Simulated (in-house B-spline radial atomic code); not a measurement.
BHandHLYP excitations of neutral mercury

Method: BHandHLYP. Computed with a B-spline radial code for spherical atoms: linear response of the closed shell [Xe] 4f14 5d10 6s2 with the functional's adiabatic kernel; scalar-relativistic (spin-free one-electron X2C), finite nucleus, no spin-orbit coupling, no double excitations, S, P, D and F terms only; shells from n = 4 respond. Only terms of natural parity with L up to 3 were computed.

Spin-orbit coupling is strong here, so these LS terms don't match observed levels.

Command:
```bash
python run_td.py task.json out
```
Settings (radii: box in bohr, nucleus in fm):
```
Z                        80
electrons                80
configuration            [Xe] 4f14 5d10 6s2
hamiltonian              x2c
method                   bhandhlyp
box_radius               75
rms_radius               5.4648
intervals                76
```

Run time, properties included: 9.8 s on 1 thread of Arm Neoverse N1 (shared host).

The lowest states, in the order of their Tamm-Dancoff energies; the method's threshold (minus the highest occupied level) is 8.240 eV. Labels give the largest channel, * marks a mixed state, and oscillator strengths are full-response dipole values. Measured ¹D terms are left out, since they can mix with doubly excited terms. Semilocal kernels can invert the small singlet-triplet splittings of Rydberg terms. Energies in eV:

```csv
state,full response,Tamm-Dancoff,oscillator strength,measured (J-weighted term)
6s → 6p 3P,?,?,-,-
6s → 6p 1P,6.085,6.225,1.16,-
6s → 7s 3S,6.925,6.928,-,7.731
6s → 7s 1S,7.045,7.057,-,7.926
6s → 7p 3P,7.561,7.567,-,-
6s → 7p 1P,?,?,?,-
6s → 6d 1D,7.748,7.748,-,-
6s → 6d 3D,7.771,7.771,-,-
6s → 8s 3S,7.777,7.777,-,-
6s → 8s 1S,7.804,7.806,-,-
```

Task: Where does 6s → 7p 1P lie?

Result: At 7.640 eV in full response, 7.655 eV in Tamm-Dancoff, oscillator strength 0.0427.

Task: Where does 6s → 6p 3P lie?

Result: At 4.720 eV in full response, 4.842 eV in Tamm-Dancoff.

Task: How large is the singlet-triplet splitting of 6s → 6p (P terms) in Tamm-Dancoff?

Result: 1.38 eV, from the unrounded values.

Task: What polarisabilities and dispersion coefficient does the method give?

Result: Dipole 38.04 bohr³, quadrupole 283 bohr⁵, C6 370.5 hartree·bohr⁶ for two such species. Recommended dipole value: 33.91 ± 0.34 bohr³ (Schwerdtfeger and Nagle, table of static dipole polarizabilities (2023 update)), which includes relativity and correlation.
